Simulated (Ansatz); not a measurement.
Relaxation of CH11N3Si (16 atoms, charge 0, multiplicity 1), to a largest force component of 0.03 eV/Å in at most 50 steps.

Computed with RKS PBE0-D4/def2-SVP in Ansatz 0.2.0.

```xyz
16
Properties=species:S:1:pos:R:3
Si -0.915 0.129 -1.264
N -0.030 -1.393 -1.543
H -1.975 0.110 -2.329
H -1.624 0.245 0.044
N 0.203 1.455 -1.322
H 0.460 -1.176 0.715
N 0.948 -0.418 1.190
C 0.263 -0.051 2.407
H -0.293 -1.961 -2.339
H 0.974 -1.412 -1.391
H 0.727 1.640 -2.171
H -0.031 2.322 -0.848
H 1.020 0.360 0.537
H 0.771 0.805 2.880
H -0.810 0.223 2.298
H 0.312 -0.878 3.134
```

Problem. Where does it end, and by what steps?

Solution. It converged. After 42 steps the energy has fallen by 0.312 eV; H6 moved furthest, 2.31 Å.

| step | energy less start (eV) | largest force component (eV/Å) | accepted |
| --- | --- | --- | --- |
| 0 | 0.0000 | 1.033 | yes |
| 2 | -0.0690 | 0.439 | yes |
| 4 | -0.0893 | 0.131 | yes |
| 6 | -0.0969 | 0.250 | yes |
| 8 | -0.1059 | 0.156 | yes |
| 10 | -0.1129 | 0.068 | yes |
| 12 | -0.1210 | 0.305 | yes |
| 14 | -0.1431 | 0.480 | yes |
| 16 | -0.1955 | 0.521 | yes |
| 18 | -0.1425 | 1.565 | no |
| 20 | -0.2608 | 0.057 | yes |
| 22 | -0.2774 | 0.263 | yes |
| 24 | -0.2899 | 0.188 | yes |
| 26 | -0.2969 | 0.176 | yes |
| 28 | -0.3018 | 0.132 | yes |
| 30 | -0.3045 | 0.151 | yes |
| 32 | -0.3079 | 0.057 | yes |
| 34 | -0.3078 | 0.058 | no |
| 36 | -0.3098 | 0.068 | yes |
| 38 | -0.3106 | 0.067 | yes |
| 40 | -0.3116 | 0.053 | yes |
| 42 | -0.3119 | 0.017 | yes |

```xyz
16
Properties=species:S:1:pos:R:3
Si -0.658 0.073 -1.991
N 0.177 -1.199 -1.202
H -0.108 0.138 -3.386
H -2.153 -0.007 -2.118
N -0.438 1.496 -0.999
H -1.004 -0.422 2.330
N -0.323 -0.382 1.575
C 1.021 -0.228 2.089
H 0.476 -2.026 -1.701
H -0.048 -1.360 -0.214
H 0.503 1.866 -0.903
H -1.102 2.255 -1.111
H -0.566 0.415 0.979
H 1.728 -0.213 1.244
H 1.203 0.686 2.693
H 1.293 -1.093 2.716
```

Whether the end is a true minimum wasn't checked by a vibrational analysis.

Time of the run: 2.5 min on 4 threads of Arm Neoverse N1, with other jobs on the host, peak memory 0.32 GiB.
